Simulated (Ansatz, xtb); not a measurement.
**Ranking isomers of C5H6O2SSi**

6 gas-phase structures of C5H6O2SSi, from a drawn sample of its isomers (lower ones may exist). Each was relaxed with GFN2-xTB; where two conformers were screened, the lower at r2SCAN-D4/def2-SVP is listed:

A. `O=C1C=C(S[SiH3])C(=O)C1`, a singlet
B. a singlet given by its coordinates
C. `C#C[C@]1(C=O)CO[SiH2]S1`, a singlet
D. `C#C[C@@H]1S[SiH2]O[C@H]1C=O`, a singlet
E. `O=Cc1ccc(S[SiH3])o1`, a singlet
F. `O=C1C=C(S[SiH3])C=CO1`, a singlet

B (Å):

```yaml
atoms:
  - { symbol: C, position_ang: [0.3871, 0.2346, 1.1416] }
  - { symbol: C, position_ang: [1.2426, 1.4590, -0.6612] }
  - { symbol: C, position_ang: [0.1772, 1.1850, -1.4494] }
  - { symbol: C, position_ang: [-0.8647, 0.3877, -0.9337] }
  - { symbol: C, position_ang: [-0.7751, -0.0909, 0.3518] }
  - { symbol: O, position_ang: [0.5474, -0.1533, 2.2980] }
  - { symbol: O, position_ang: [1.3444, 0.9960, 0.6001] }
  - { symbol: S, position_ang: [-1.9709, -1.0669, 1.1047] }
  - { symbol: Si, position_ang: [-1.1080, -1.4087, 3.1150] }
  - { symbol: H, position_ang: [2.0949, 2.0553, -0.9442] }
  - { symbol: H, position_ang: [0.1273, 1.5709, -2.4532] }
  - { symbol: H, position_ang: [-1.7277, 0.1508, -1.5336] }
  - { symbol: H, position_ang: [-0.0185, -2.3638, 3.0231] }
  - { symbol: H, position_ang: [-2.2600, -2.2219, 3.5553] }
  - { symbol: H, position_ang: [-1.2172, -0.1949, 3.9041] }
```

Close contacts (Å): C1–C5 1.44, C1–O6 1.23, C1–O7 1.34, C2–C3 1.35, C2–O7 1.35, C3–C4 1.41, C4–C5 1.37, C5–S8 1.72, O6–Si9 2.23, S8–Si9 2.21, C2–H10 1.08, C3–H11 1.08, C4–H12 1.08, Si9–H13 1.45, Si9–H14 1.48, Si9–H15 1.45.

Question: Which do you expect lowest at r2SCAN-D4/def2-SVP, and how would the others follow?

Answer: Calculated order at r2SCAN-D4/def2-SVP: B (0.000), A (0.021), F (0.093), E (0.564), D (1.424), C (1.436) eV. Less than 1 kcal/mol parts B and A; D and C, so the order within those pairs means little. CCSD(T)/def2-SVP + ΔMP2/def2-TZVPP after further relaxation puts A lowest instead.

Energies above the lowest of each column, in eV; the last columns are at B3LYP-D3(BJ)/def2-SVP geometries and were run for some of them only (a dash: not run or not comparable):

```json
{"structure": "B", "GFN2-xTB": "0.000", "HF/STO-3G": "0.461", "r2SCAN-D4/def2-SVP": "0.000", "B3LYP-D3(BJ)/def2-SVP": "0.000", "CCSD(T)/def2-SVP + ΔMP2/def2-TZVPP": "0.056"}
{"structure": "A", "GFN2-xTB": "0.546", "HF/STO-3G": "0.256", "r2SCAN-D4/def2-SVP": "0.021", "B3LYP-D3(BJ)/def2-SVP": "0.055", "CCSD(T)/def2-SVP + ΔMP2/def2-TZVPP": "0.000"}
{"structure": "F", "GFN2-xTB": "0.459", "HF/STO-3G": "0.137", "r2SCAN-D4/def2-SVP": "0.093", "B3LYP-D3(BJ)/def2-SVP": "0.141", "CCSD(T)/def2-SVP + ΔMP2/def2-TZVPP": "0.163"}
{"structure": "E", "GFN2-xTB": "0.633", "HF/STO-3G": "0.000", "r2SCAN-D4/def2-SVP": "0.564", "B3LYP-D3(BJ)/def2-SVP": "0.643", "CCSD(T)/def2-SVP + ΔMP2/def2-TZVPP": "–"}
{"structure": "D", "GFN2-xTB": "1.214", "HF/STO-3G": "1.098", "r2SCAN-D4/def2-SVP": "1.424", "B3LYP-D3(BJ)/def2-SVP": "–", "CCSD(T)/def2-SVP + ΔMP2/def2-TZVPP": "–"}
{"structure": "C", "GFN2-xTB": "1.159", "HF/STO-3G": "1.447", "r2SCAN-D4/def2-SVP": "1.436", "B3LYP-D3(BJ)/def2-SVP": "–", "CCSD(T)/def2-SVP + ΔMP2/def2-TZVPP": "–"}
```

CCSD(T)/def2-SVP + ΔMP2/def2-TZVPP puts A lowest of those it was run on; GFN2-xTB picks B, HF/STO-3G picks E, r2SCAN-D4/def2-SVP picks B, B3LYP-D3(BJ)/def2-SVP picks B. CCSD(T)/def2-SVP + ΔMP2/def2-TZVPP orders those it was run on as A (0.000), B (0.056), F (0.163) eV. Flexible structures stand in one conformer each, not always the lowest. Frequencies (GFN2-xTB) were run for A, B, F alone. ΔMP2 is the change of the MP2 energy from the smaller to the larger basis.

Over these structures GFN2-xTB departs from r2SCAN-D4/def2-SVP by 0.244 eV on average once a common shift is removed. A GFN2-xTB relaxation took about 0.19 s and the r2SCAN-D4/def2-SVP energy about 2.8 s on a shared host (Ansatz 0.2.0, xtb 6.7.1).
